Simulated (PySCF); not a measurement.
# Electric field gradients and quadrupole coupling constants

Compound: CH₆B₂S.
Z-matrix (Å and degrees, PBE0-D3(BJ)/def2-SVP geometry), rows numbered from 1:
```
B 
B   1  1.6640
S   2  1.7668  1  125.66
C   3  1.8196  2  105.44  1    -0.06
H   1  1.2124  2  121.93  3   -90.56
H   1  1.2126  2  122.00  3    89.81
H   2  1.2122  1  122.08  3   179.96
H   4  1.0986  3  110.73  2    61.52
H   4  1.0978  3  107.70  2  -179.62
H   4  1.0986  3  110.73  2   -60.73
```

The species is `BBSC` (CH6B2S).

Field gradients from the PBE0/pcSseg-1 density (PySCF, non-relativistic), principal values in atomic units, ordered |Vxx| ≤ |Vyy| ≤ |Vzz|:

```csv
atom,Vxx,Vyy,Vzz
B1,-0.2822,-0.3751,0.6573
B2,-0.1363,-0.3293,0.4656
S3,-0.6833,-1.2357,1.9190
```

Find the asymmetry η = (Vxx − Vyy)/Vzz and the couplings χ = eQV/h (234.96 MHz × Q in barn × V in au), with Q(11B) = 0.04059 b, Q(33S) = −0.0678 b.

```
atom               environment  nucleus     η  χzz (MHz)  χxx (MHz)  χyy (MHz)
  B1    three-coordinate boron      11B  0.14       6.27      -2.69      -3.58
  B2    three-coordinate boron      11B  0.41      4.441     -1.300     -3.141
  S3  sulfur bonded to B and C      33S  0.29     -30.57      10.89      19.68
```

The tensor is traceless: Vxx + Vyy + Vzz = 0.

What is Vzz at B1 in SI units (1 au = 9.71736 × 10²¹ V/m²)?

0.6573 au = 6.387 × 10²¹ V/m².

Were the hydrogens deuterons (Q(2H) = 0.00286 b), χzz would run from 134 kHz (H6, H5 and H7) to 197 kHz (H9).

The structure is a single PBE0-D3(BJ)/def2-SVP conformer in the gas phase; no vibrational or solvent corrections. With so small a basis the couplings can be 20 % off.
